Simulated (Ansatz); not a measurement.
`[OH][Hf]([OH])([OH])[OH]`. The species carries charge 0 and has multiplicity 1. Hf: def2 effective core potential. Geometry: relaxed with PBE0-D4/def2-TZVP. It is one conformer, not always the lowest.

```xyz
9

O     1.528   -0.916   -0.754
Hf    0.000    0.000    0.000
O    -0.378    1.583   -1.046
O     0.382    0.515    1.826
O    -1.532   -1.181   -0.026
H     2.042   -1.672   -1.018
H    -0.352    2.138   -1.818
H     0.639    1.108    2.523
H    -2.329   -1.574    0.313
```

Q: What is the dipole moment at B3LYP/def2-TZVPP? (An estimate is asked.)

A: The calculation gave: 0.00 D, zero by symmetry or nearly so.

Q: Give the Mulliken charges with B3LYP, ωB97M-V, r2SCAN in def2-TZVPP. (Best estimate.)

A: Computed: 
| atom | B3LYP | ωB97M-V | r2SCAN |
| --- | --- | --- | --- |
| O1 | -0.46 | -0.43 | -0.49 |
| Hf2 | 1.14 | 1.10 | 1.21 |
| O3 | -0.46 | -0.43 | -0.49 |
| O4 | -0.46 | -0.43 | -0.49 |
| O5 | -0.46 | -0.43 | -0.49 |
| H6 | 0.17 | 0.16 | 0.19 |
| H7 | 0.17 | 0.16 | 0.19 |
| H8 | 0.17 | 0.16 | 0.19 |
| H9 | 0.17 | 0.16 | 0.19 |

B3LYP here is the variant with VWN-RPA as its local correlation; programs differ in this.
